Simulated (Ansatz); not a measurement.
All values below come from Ansatz (an electronic-structure program) with frozen-core CCSD(T)/cc-pVTZ // PBE0-D4/def2-TZVP.

Ansatz 0.2 input:
```yaml
crystal:
  periodic: [false, false, false]
  atoms:
    - { symbol: N, position_ang: [1.438542, -0.207686, 0.203406] }
    - { symbol: B, position_ang: [0.092454, 0.164484, 0.002794] }
    - { symbol: N, position_ang: [-0.946238, -0.786976, -0.080603] }
    - { symbol: S, position_ang: [-0.243724, 1.971166, -0.146324] }
    - { symbol: H, position_ang: [2.185502, 0.458543, 0.26462] }
    - { symbol: H, position_ang: [1.737935, -1.161136, 0.297293] }
    - { symbol: H, position_ang: [-0.786584, -1.775438, -0.00211] }
    - { symbol: H, position_ang: [-1.907818, -0.544469, -0.222891] }
    - { symbol: H, position_ang: [-1.570069, 1.88151, -0.316187] }
basis:
  gaussian: { orbitals: cc-pVTZ }
correlation:
  method: ccsd_t
```

Output:

```
Functional definition: HF
1113 factors; integrals over basis functions are off by at most 1.3e-3 eV
mean field evaluation 1: about -14532.5238 eV, gradient 4.3e1 eV
mean field evaluation 2: about -14532.7038 eV, gradient 4.3e1 eV
mean field evaluation 4: about -14536.7469 eV, gradient 3.3e0 eV
mean field evaluation 8: about -14536.7946 eV, gradient 2.1e-1 eV
mean field evaluation 16: about -14532.5242 eV, gradient 4.3e1 eV
mean field -14536.79490809 eV, -534.2173594790 hartree, gradient 1.9e-6 eV, S^2 0.000000; 0 other end points of the search recorded, 0 dependent functions left out
8 core orbitals not correlated
reference -14536.79490809 eV, -534.2173594790 hartree; 12, 12 occupied and 174, 174 virtual orbitals, 1113 factors
second order -19.20518126 eV of doubles, -0.00000000 eV of singles
cycle   1  -19.68995681 eV  change   -4.8e-1 eV  update   8.3e-2
cycle   2  -20.11253869 eV  change   -4.2e-1 eV  update   2.3e-2
cycle   3  -20.18547218 eV  change   -7.3e-2 eV  update   1.1e-2
cycle   4  -20.17717074 eV  change    8.3e-3 eV  update   2.7e-3
cycle   5  -20.17755577 eV  change   -3.9e-4 eV  update   1.1e-3
cycle   6  -20.17730498 eV  change    2.5e-4 eV  update   2.8e-4
cycle   7  -20.17718910 eV  change    1.2e-4 eV  update   8.6e-5
cycle   8  -20.17719558 eV  change   -6.5e-6 eV  update   2.9e-5
perturbative correction -0.82478322 eV, -0.0303102244 hartree
Total energy: -14557.79688690 eV, -534.9891679644 hartree
```

Cost: roughly 60 core-seconds.
